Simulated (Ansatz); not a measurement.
Harmonic frequencies (cm⁻¹) at PBE0-D4/def2-TZVP from Ansatz: 8, 98, 311, 317, 416, 472, 530, 639, 788, 882, 883, 1946, 2132, 2140, 2141.

Task: Which molecule is it?
A. `C[O][Al]([F])[Cl]`
B. `O=C=[N][AlH][Cl]`
C. `[Cl][AlH][GeH3]`
D. `[CH3][Al]([SH])[Br]`

Result: C.
